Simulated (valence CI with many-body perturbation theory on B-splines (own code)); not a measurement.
# E1 line list for Ho³⁵⁺

Level of theory: configuration interaction combined with many-body perturbation theory (CI+MBPT): four valence electrons over a frozen Dirac-Fock core [Ar] 3d10, radial functions for each j: 11 s, 11 p, 10 d, 8 f, 5 g, 2 h, with the one-electron correlation potential Σ1, the two-electron term Σ2, the three-electron term Σ3, Breit, model QED; selected CI, second order for the rest, scaled by the run's own slope (own B-spline code, finite nucleus).

No measured spectrum was set against this ion. As an estimate, large intervals hold to a few tenths of a per cent, small ones and those within an open d or f shell to about a per cent. Among the levels kept, up to 400 cm⁻¹ of a level comes from second order outside the variational space, and about a tenth of that is noise between levels of different J, which matters for small intervals.

Lines 201 to 250 of 558 in falling wavelength, among levels below 3958.5 × 10³ cm⁻¹, chosen from the strongest by gf and those to the six lowest levels. Wavelengths and rates use the calculated energies. Electric multipoles are in the length gauge with retardation, E1 and E2 with the static RPA response of the core. Weak lines are less certain than strong ones. Lines between different terms over intervals too small for the method are left out, as are lines whose strength nearly cancels. Where a level lies close to another of its J and parity, the split of strength between their lines is uncertain. The highest levels of a list are the least certain.

Levels are named by their leading jj configuration (3d3/2^4 stands for four electrons in 3d with j = 3/2), which in mixed levels can hold well under half, so a name can repeat and another be missing. Letters in brackets count levels of one name in rising energy.

| λ vac (nm) | Upper | Lower | A (s⁻¹) | log gf | Branch % |
| --- | --- | --- | --- | --- | --- |
| 8.347 | (4s 4p1/2 4d5/2^2) J=3 | (4s 4p1/2 4p3/2 4d5/2) J=2 [b] | 7.13e+10 | -0.28 | 14.8 |
| 8.345 | (4s 4p1/2 4p3/2 4f7/2) J=5 [b] | (4s 4p1/2 4p3/2 4d5/2) J=5 | 7.52e+10 | -0.06 | 24.7 |
| 8.345 | (4s 4p1/2 4p3/2^2) J=2 [b] | (4s^2 4p1/2 4p3/2) J=1 | 1.39e+11 | -0.14 | 56.3 |
| 8.339 | (4s 4p1/2 4p3/2 4f7/2) J=2 | (4s 4p1/2 4p3/2 4d3/2) J=2 [c] | 3.95e+10 | -0.69 | 10.4 |
| 8.337 | (4s 4p1/2 4d3/2 4d5/2) J=2 [c] | (4s 4p1/2 4p3/2 4d5/2) J=1 [a] | 3.14e+10 | -0.79 | 3.7 |
| 8.335 | (4s 4p1/2 4p3/2 4f5/2) J=2 [a] | (4s 4p1/2 4p3/2 4d3/2) J=3 [c] | 3.95e+10 | -0.69 | 9.9 |
| 8.334 | (4p1/2^2 4p3/2 4d3/2) J=1 | (4s 4p1/2^2 4d3/2) J=1 | 1.02e+11 | -0.49 | 39.4 |
| 8.334 | (4s 4p1/2^2 4f7/2) J=3 [b] | (4s 4p1/2^2 4d5/2) J=2 | 2.61e+11 | 0.28 | 81.7 |
| 8.327 | (4s 4p1/2 4d3/2 4d5/2) J=2 [c] | (4s 4p1/2 4p3/2 4d5/2) J=2 [a] | 3.70e+10 | -0.72 | 4.3 |
| 8.323 | (4s^2 4p3/2 4f5/2) J=1 | (4s 4p3/2^3) J=1 | 1.20e+11 | -0.43 | 12.6 |
| 8.322 | (4p1/2 4p3/2^2 4d5/2) J=1 [a] | (4s 4p1/2 4p3/2 4d3/2) J=1 [b] | 5.48e+10 | -0.77 | 10.1 |
| 8.321 | (4s 4p3/2^2 4d3/2) J=1 [c] | (4s 4p3/2^3) J=2 | 8.50e+10 | -0.58 | 12.2 |
| 8.318 | (4s 4p1/2^2 4f7/2) J=3 [a] | (4p1/2^2 4p3/2^2) J=2 | 3.94e+10 | -0.54 | 19.3 |
| 8.313 | (4s 4p1/2 4p3/2 4d5/2) J=0 | (4s 4p1/2 4p3/2^2) J=1 [a] | 3.08e+11 | -0.50 | 54.5 |
| 8.312 | (4s 4p1/2 4p3/2 4d5/2) J=2 [d] | (4s 4p1/2 4p3/2^2) J=2 [b] | 6.94e+10 | -0.44 | 12.6 |
| 8.310 | (4s 4p1/2 4p3/2 4d5/2) J=1 [b] | (4s 4p1/2 4p3/2^2) J=0 | 1.93e+11 | -0.22 | 64.6 |
| 8.309 | (4s 4p1/2 4d5/2^2) J=3 | (4s 4p1/2 4p3/2 4d5/2) J=3 [a] | 3.42e+10 | -0.61 | 7.1 |
| 8.308 | (4s 4p1/2 4p3/2 4d5/2) J=2 [d] | (4s 4p1/2 4p3/2^2) J=1 [a] | 4.23e+10 | -0.66 | 7.7 |
| 8.307 | (4s^2 4p1/2 4f5/2) J=3 | (4s^2 4p1/2 4d5/2) J=3 | 4.20e+10 | -0.52 | 8.8 |
| 8.303 | (4s^2 4d5/2^2) J=2 | (4s^2 4p3/2 4d5/2) J=3 | 3.35e+11 | 0.24 | 39.0 |
| 8.300 | (4p1/2 4p3/2^2 4d5/2) J=0 | (4s 4p1/2 4p3/2 4d5/2) J=1 [a] | 1.87e+11 | -0.71 | 52.8 |
| 8.294 | (4s 4p1/2 4d3/2 4d5/2) J=3 [b] | (4s 4p1/2 4p3/2 4d3/2) J=3 [a] | 1.40e+11 | 0.01 | 38.0 |
| 8.291 | (4s 4p1/2 4p3/2 4f7/2) J=5 [c] | (4s 4p1/2 4p3/2 4d5/2) J=5 | 2.79e+10 | -0.50 | 15.6 |
| 8.288 | (4s 4p1/2 4p3/2^2) J=1 [b] | (4s^2 4p1/2 4p3/2) J=2 | 2.25e+11 | -0.16 | 36.5 |
| 8.287 | (4s 4p1/2 4p3/2 4f7/2) J=3 [b] | (4s 4p1/2 4p3/2 4d5/2) J=3 [b] | 9.71e+10 | -0.16 | 18.1 |
| 8.285 | (4s^2 4p3/2 4f7/2) J=3 | (4s^2 4p3/2 4d5/2) J=4 | 4.28e+10 | -0.51 | 8.2 |
| 8.284 | (4s 4p1/2 4p3/2 4f5/2) J=2 [b] | (4s 4p1/2 4p3/2 4d5/2) J=2 [b] | 1.36e+11 | -0.16 | 36.3 |
| 8.281 | (4s 4p1/2 4d3/2 4d5/2) J=2 [a] | (4s 4p1/2 4p3/2 4d3/2) J=2 [a] | 7.84e+10 | -0.39 | 11.5 |
| 8.281 | (4s 4p1/2 4p3/2 4f5/2) J=3 [b] | (4s 4p1/2 4p3/2 4d5/2) J=3 [a] | 1.20e+11 | -0.06 | 29.4 |
| 8.279 | (4p1/2 4p3/2^3) J=1 | (4s 4p1/2 4p3/2^2) J=1 [b] | 4.12e+11 | 0.10 | 44.8 |
| 8.274 | (4s^2 4d3/2^2) J=0 | (4s^2 4p3/2 4d3/2) J=1 | 2.97e+11 | -0.52 | 24.1 |
| 8.272 | (4s 4p1/2 4p3/2 4f7/2) J=2 | (4s 4p1/2 4p3/2 4d5/2) J=2 [a] | 1.14e+11 | -0.23 | 30.2 |
| 8.260 | (4s 4p1/2 4p3/2 4f7/2) J=3 [c] | (4s 4p1/2 4p3/2 4d5/2) J=4 [c] | 6.18e+10 | -0.35 | 10.9 |
| 8.257 | (4p1/2 4p3/2^2 4d3/2) J=2 [d] | (4s 4p1/2 4p3/2 4d3/2) J=2 [b] | 8.73e+10 | -0.35 | 19.1 |
| 8.256 | (4s 4p3/2^2 4d5/2) J=3 [b] | (4s^2 4p3/2 4d5/2) J=4 | 2.94e+11 | 0.32 | 57.2 |
| 8.254 | (4s 4p1/2 4p3/2 4d5/2) J=4 [b] | (4s 4p1/2 4p3/2^2) J=3 | 1.81e+11 | 0.22 | 87.9 |
| 8.250 | (4s 4p1/2 4p3/2 4d5/2) J=3 [b] | (4s 4p1/2 4p3/2^2) J=3 | 9.67e+10 | -0.16 | 26.2 |
| 8.248 | (4s 4p1/2 4d5/2^2) J=2 | (4s 4p1/2 4p3/2 4d3/2) J=1 [b] | 5.26e+10 | -0.57 | 12.3 |
| 8.247 | (4s 4p1/2 4p3/2 4f5/2) J=2 [b] | (4s 4p1/2 4p3/2 4d5/2) J=3 [a] | 7.90e+10 | -0.39 | 21.1 |
| 8.244 | (4s 4p1/2 4p3/2 4f7/2) J=3 [c] | (4s 4p1/2 4p3/2 4d5/2) J=3 [c] | 2.38e+11 | 0.23 | 42.2 |
| 8.242 | (4s^2 4p1/2 4d5/2) J=2 | (4s^2 4p1/2 4p3/2) J=2 | 2.74e+11 | 0.14 | 57.5 |
| 8.232 | (4s^2 4p3/2 4f7/2) J=3 | (4s^2 4p3/2 4d3/2) J=3 | 2.84e+10 | -0.69 | 5.4 |
| 8.230 | (4s^2 4d3/2 4d5/2) J=2 | (4s 4p3/2^3) J=2 | 6.72e+10 | -0.47 | 9.2 |
| 8.230 | (4s 4p1/2^2 4f7/2) J=4 | (4s 4p1/2^2 4d5/2) J=3 | 1.89e+11 | 0.24 | 88.0 |
| 8.228 | (4s 4p1/2 4d3/2 4d5/2) J=1 [c] | (4s 4p1/2 4p3/2 4d3/2) J=1 [d] | 2.46e+11 | -0.13 | 26.0 |
| 8.227 | (4s 4p1/2 4d3/2 4d5/2) J=4 [d] | (4s 4p1/2 4p3/2 4d3/2) J=3 [b] | 1.02e+11 | -0.03 | 16.9 |
| 8.206 | (4s 4p1/2 4d3/2 4d5/2) J=2 [b] | (4s 4p1/2 4p3/2 4d3/2) J=3 [a] | 5.02e+10 | -0.60 | 7.4 |
| 8.205 | (4s 4p1/2 4d3/2 4d5/2) J=3 [b] | (4s 4p1/2 4p3/2 4d3/2) J=2 [a] | 2.34e+10 | -0.78 | 6.3 |
| 8.205 | (4s 4p3/2^2 4d5/2) J=2 [b] | (4s^2 4p3/2 4d3/2) J=3 | 9.87e+10 | -0.30 | 14.9 |
| 8.204 | (4s^2 4p1/2 4f7/2) J=4 | (4s^2 4p1/2 4d5/2) J=3 | 3.22e+11 | 0.47 | 98.0 |
